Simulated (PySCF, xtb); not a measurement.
H4Si2, SMILES [SiH][SiH3] (connectivity only; charge and spin as stated), neutral, multiplicity 1.

Harmonic wavenumbers (cm⁻¹) from GFN2-xTB in xtb at its own minimum, in rising order: 146, 351, 371, 522, 586, 811, 832, 883, 1956, 2120, 2125, 2158.

What does PBE-D3(BJ)/def2-TZVP in PySCF 2.14.0 give at its own minimum? (Estimate from the structure and the level; the computed values follow.)

127, 260, 400, 417, 676, 804, 868, 915, 1967, 2066, 2137, 2155. Paired by order, the mean absolute difference is 41 cm⁻¹ and the zero-point energies are 18.4 and 18.3 kcal/mol.
